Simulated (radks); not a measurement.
Q: Ho IV, configuration [Xe] 4f10. Calculated with a radial shooting solver on a logarithmic mesh with Libxc functionals: scalar-relativistic Kohn-Sham, MS2 meta-GGA, spin-polarised, spherical densities, finite nucleus; open shells are filled with parallel spins first (spin-orbit coupling, left out, can overturn this in heavy ions); meta-GGA in the generalised Kohn-Sham scheme; Fermi nuclear charge, rms radius 5.2022 fm. Some entries of the table are withheld. Estimate them.

| orbital | occ. | eigenvalue (eV) | r(max) (bohr) |
|---|---|---|---|
| 1s up | 1 | -55565.21 | 0.01311 |
| 1s down | 1 | -55565.21 | 0.01311 |
| 2s up | 1 | -9329.893 | 0.07454 |
| 2s down | 1 | -9329.830 | 0.07454 |
| 2p up | 3 | -8263.429 | 0.06063 |
| 2p down | 3 | -8263.376 | 0.06063 |
| 3s up | 1 | -2115.875 | 0.2109 |
| 3s down | 1 | -2114.693 | 0.2109 |
| 3p up | 3 | -1788.663 | 0.2076 |
| 3p down | 3 | -1787.286 | 0.2075 |
| 3d up | 5 | -1374.810 | 0.1698 |
| 3d down | 5 | -1373.516 | 0.1697 |
| 4s up | 1 | -448.3575 | 0.4838 |
| 4s down | 1 | -444.7603 | 0.4837 |
| 4p up | 3 | -340.3845 | 0.5053 |
| 4p down | 3 | -336.7207 | 0.5052 |
| 4d up | 5 | -194.6953 | 0.5225 |
| 4d down | 5 | -190.8594 | 0.5224 |
| 5s up | 1 | -80.9929 | 1.122 |
| 5s down | 1 | -79.5144 | 1.131 |
| 5p up | 3 | -55.1415 | (1) |
| 5p down | 3 | -54.0962 | (2) |
| 4f up | 7 | -36.4777 | 0.5189 |
| 4f down | 3 | -32.8512 | 0.5207 |
| 5d up | 0 | (3) | (4) |
| 5d down | 0 | (5) | (6) |
| 6s up | 0 | -23.1502 | 2.746 |
| 6s down | 0 | -22.6813 | 2.795 |

A: 
(1) 5p up r(max) (bohr): 1.271
(2) 5p down r(max) (bohr): 1.284
(3) 5d up eigenvalue (eV): -25.0558
(4) 5d up r(max) (bohr): 1.711
(5) 5d down eigenvalue (eV): -24.3935
(6) 5d down r(max) (bohr): 1.723
